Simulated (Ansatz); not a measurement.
Relaxation of CH5ClOSi (9 atoms, charge 0, multiplicity 1), to a largest force component of 0.03 eV/Å in at most 50 steps.

These are results of UKS PBE0-D4/6-31G* in Ansatz 0.2.0, not measurements.

```xyz
9
Properties=species:S:1:pos:R:3:forces:R:3
Si -0.507 0.703 -0.087 0.09 -0.12 0.03
C 0.946 -0.436 0.181 0.43 0.25 0.21
O -1.576 -0.316 -0.837 0.06 -0.04 0.00
H -1.125 -1.172 -0.756 -0.57 -0.13 -0.24
H -0.242 1.903 -0.908 -0.01 0.03 -0.02
Cl -1.235 1.392 1.718 0.01 -0.01 0.00
H 1.315 -0.791 -0.790 0.00 0.00 0.03
H 1.790 0.024 0.706 -0.02 -0.01 -0.01
H 0.635 -1.307 0.772 0.01 0.03 0.00
```

Question: Where does it end, and by what steps?

Answer: The run converged. After 9 steps the energy has fallen by 0.203 eV; H4 moved furthest, 0.79 Å.

| step | energy less start (eV) | largest force component (eV/Å) | accepted |
| --- | --- | --- | --- |
| 0 | 0.0000 | 0.573 | yes |
| 1 | -0.0925 | 0.685 | yes |
| 2 | -0.1493 | 0.555 | yes |
| 3 | -0.1756 | 0.513 | yes |
| 4 | -0.1876 | 0.290 | yes |
| 5 | -0.1931 | 0.652 | yes |
| 6 | -0.2014 | 0.090 | yes |
| 7 | -0.2024 | 0.057 | yes |
| 8 | -0.2027 | 0.111 | yes |
| 9 | -0.2030 | 0.013 | yes |

```xyz
9
Properties=species:S:1:pos:R:3
Si -0.444 0.582 -0.152
C 1.092 -0.405 0.219
O -1.563 -0.247 -1.039
H -1.900 -1.071 -0.667
H -0.177 1.813 -0.925
Cl -1.253 1.154 1.674
H 1.564 -0.741 -0.711
H 1.816 0.203 0.772
H 0.866 -1.287 0.829
```

The run took 35 s on 2 threads of Arm Neoverse V1, with other jobs on the host, peak memory 0.22 GiB.
